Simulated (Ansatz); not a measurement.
```yaml
crystal:
  periodic: [false, false, false]
  atoms:
    - {symbol: C, position_ang: [-0.020209, 1.089965, -2.071895]}
    - {symbol: C, position_ang: [0.237208, 0.660715, -1.027657]}
    - {symbol: Ge, position_ang: [0.608072, -0.040143, 0.630338]}
    - {symbol: N, position_ang: [-0.694588, -1.041250, 1.264505]}
    - {symbol: H, position_ang: [-0.244846, 1.470812, -2.994808]}
    - {symbol: H, position_ang: [0.804727, 1.081996, 1.560825]}
    - {symbol: H, position_ang: [1.804033, -0.887254, 0.504825]}
    - {symbol: H, position_ang: [-1.525459, -0.557291, 1.397919]}
    - {symbol: H, position_ang: [-0.883785, -1.821999, 0.719531]}
basis:
  gaussian: {orbitals: aug-cc-pVDZ, final_grid: {core_spheres: 5, valence_spheres: 4, degree: 11}}
hamiltonian: {xc: {name: HSE06}}
accuracy: high
charge: 1
output: {forces: true}
```

```sh
$ ansatz run in.yaml --threads 2 --pin off --events-out ev --progress --plain --max-ram 4352MiB
```

Shortened log:

```
Error: YAML parse error: error: line 17 column 1: unknown field `charge`, expected one of crystal, accuracy, basis, kpoints, hamiltonian, magnetization, projection, total_charge, correlation, batch, efield, external_charges, scf, relax, neb, saddle, md, ramp, phonons, dielectric, real_time, elastic, magnetic_configurations, gw, evaluate, workflow, output, checkpoint, execution
15 | hamiltonian: {xc: {name: HSE06}}
16 | accuracy: high
17 | charge: 1
18 | output: {forces: true}
```

In this input the input holds a key that doesn't belong there. The program refused the input.
